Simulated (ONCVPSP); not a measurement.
# What one change does to a pseudopotential (vanadium, ONCV)

ONCVPSP 4.0.1 input, shortened (lines: element, Z, core and valence counts, functional; n l f; lmax; l rc ep ncon nbas qcut; lloc lpopt rc5 dvloc0; l nproj debl; icmod fcfact rcfact), PBE, fully relativistic:

```
  V 23.00    5    3        4      upf
    1    0    2.00
    2    0    2.00
    2    1    6.00
    3    0    2.00
    3    1    6.00
    3    2    3.00
    4    0    1.50
    4    1    0.50
    2
    0    2.35    0.00    4    7    3.30
    1    3.60    0.00    3    6    2.50
    2    1.85    0.00    4    8    6.90
    4    5    1.20    1.00
    0    3    1.00
    1    2    2.30
    2    2    3.60
    3    5.50    1.55
```

Open shells are filled in proportion to 2j + 1.

All-electron outer shells of the reference configuration (PBE, scalar-relativistic, ld1.x):

```csv
shell,level (eV),outermost node (bohr),outermost maximum (bohr)
3s,-70.97,0.38,0.82
3p,-44.77,0.35,0.84
3d,-5.85,–,0.90
4s,-5.14,1.17,2.72
4p,-1.79,1.30,3.59
```

Change: core correction Teter function, fcfact 5.5, rcfact 1.94.

Cutoffs: the cutoffs (Ha) at which the residual kinetic energy of the hardest occupied pseudo-wave falls to 1 and 0.1 mHa per electron; they do not see the model core or the augmentation charge, which bear on the density cutoff. Errors are all-electron minus pseudo energies relative to the spin-unpolarised reference configuration.

**Question.** What does the change do?

**Answer.** The potential gets neither clearly harder nor softer (23 Ha and 56 Ha → 23 Ha and 56 Ha); both files keep a bound ghost (s); of the 3 tests that both files solve, the error grows in 3 and shrinks in 0 by more than 15 % and 0.3 meV (median size 34.0 → 134.4 meV). A model core, the more so a compact one, raises the density cutoff, which this test does not measure.

| quantity | base | changed |
| --- | --- | --- |
| cutoff, loose | 23 Ha | 23 Ha |
| cutoff, tight | 56 Ha | 56 Ha |
| bound ghosts | s | s |
| GHOST(+) flags under 300 eV | p3/2 at 62.0 eV, p1/2 at 62.5 eV | p3/2 at 62.0 eV, p1/2 at 62.5 eV |
| tests with a reliable result | 3 of 4 | 3 of 4 |
| error for 3d3 4s2 4p0, meV [ΔE -1.65 eV] | -2.0 | -6.3 |
| error for 3d3 4s1 4p0, meV [ΔE 6.08 eV] | -34 | -134 |
| error for 3d3 4s0 4p0, meV [ΔE 20.38 eV] | -260 | -732 |
| s: phases at 2.38 bohr within 0.05 rad from the reference energy up to (Ha; the scan ends near 5) | to the end of the scan | to the end of the scan |
| p3/2: phases at 3.65 bohr within 0.05 rad from the reference energy up to (Ha; the scan ends near 5) | n/a | n/a |
| p1/2: phases at 3.65 bohr within 0.05 rad from the reference energy up to (Ha; the scan ends near 5) | 0.8 | 0.8 |
| d5/2: phases at 1.88 bohr within 0.05 rad from the reference energy up to (Ha; the scan ends near 5) | to the end of the scan | to the end of the scan |
| d3/2: phases at 1.88 bohr within 0.05 rad from the reference energy up to (Ha; the scan ends near 5) | to the end of the scan | to the end of the scan |
| rms error of d²Exc/dni dnj with the model core, mHa | 6.69 | 6.97 |

Base: The cutoffs count occupied waves only; projector 2 of the d channel, the hardest unoccupied one, needs 67 Ha at the loose tolerance. Changed file: The cutoffs count occupied waves only; projector 2 of the d channel, the hardest unoccupied one, needs 67 Ha at the loose tolerance. A true bound ghost makes a file unfit for plane-wave use even where its test errors are small: the radial tests pick states by their node count and pass the ghost by.
